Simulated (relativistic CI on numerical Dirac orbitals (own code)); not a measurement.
## d1 to d9 in one tetrahedral field

Computed with a parametric ligand-field model without spin-orbit coupling, by exact diagonalisation: B = 640, C = 2860, 10Dq = -3400 cm⁻¹ (Td; |10Dq|/B = 5.3) for every shell. Energies in cm⁻¹; the field energy is (0.6 n_e − 0.4 n_t2) × 10Dq of the ground term; g labels are left out.

```csv
Shell,Ground term,Electrons in e,Field energy,First spin-allowed bands,Lowest term of other spin
d1,2E,1.000,-2040,2T2 3400,
d2,3A2,2.000,-4080,"3T2 3400, 3T1 5883",1E 10229
d3,4T1,1.883,-2323,"4T2 2877, 4A2 6277",2E 9661
d4,5T2,2.000,-1360,5E 3400,3T1 12028
d5,?,?,?,?,?
d6,5E,3.000,-2040,5T2 3400,3T1 12365
d7,4A2,4.000,-4080,"4T2 3400, 4T1 5883",2E 12557
d8,3T1,3.883,-2323,"3T2 2877, 3A2 6277",1T2 9725
d9,2T2,4.000,-1360,2E 3400,
```

Q: Fill in the row of d5.

A: Ground term: 6A1; Electrons in e: 2.000; Field energy: 0; First spin-allowed bands: none; Lowest term of other spin: 4T1 18897. Every shell keeps the spin of the free ion. Tetrahedral fields of 3d complexes are almost always too weak to pair spins. High-spin d^(n+5) repeats the spin-allowed bands of d^n, since the half-filled shell is spherical.
